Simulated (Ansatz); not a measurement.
`C=C([SiH3])SS` + H₂Se → `C=C([SiH3])[SeH]` + `SS`  (substitution at a C–S bond)

Gas-phase electronic energies from Ansatz, PBE0-D4/def2-TZVP geometries. CBS: MP2 limit from def2 TZ/QZ plus the TZ coupled-cluster correction, frozen cores. This one scheme is used for every species. DFT in def2-TZVPP. For Se outer-core shells are correlated without core-valence functions, which leaves a few kJ/mol of doubt a bond. Scalar relativity is left out up to krypton. One conformer a species, not always the lowest.

Q: Is it downhill or uphill in electronic energy at CCSD(T)/CBS, and by how much? (Estimate.)

A: Computed: Uphill: ΔE = +12.2 kJ/mol.

Q: What do these levels give: PBE-D4, B2PLYP, HF/def2-QZVPP, MP2/def2-QZVPP, SCS-MP2/def2-QZVPP, CCSD/CBS(def2)? (Estimate.)

A: The calculation gave: PBE-D4 17.5, B2PLYP 10.1, HF/def2-QZVPP 2.1, MP2/def2-QZVPP 12.9, SCS-MP2/def2-QZVPP 9.5, CCSD/CBS(def2) 9.4 kJ/mol.

Largest T1 diagnostic among the species: 0.013.

The D4 term adds +6.6 kJ/mol with B3LYP and +3.8 kJ/mol with PBE0; it sums over pairs of atoms, weighted by their polarisabilities, and B3LYP, whose exchange is more repulsive, gets the larger term. In def2-TZVPP, CCSD(T) changes the Hartree–Fock value by +7.2 kJ/mol (the triples alone add +2.8 kJ/mol) and MP2 by +9.1 kJ/mol.

B3LYP here is the variant with VWN-RPA as its local correlation; programs differ in this.
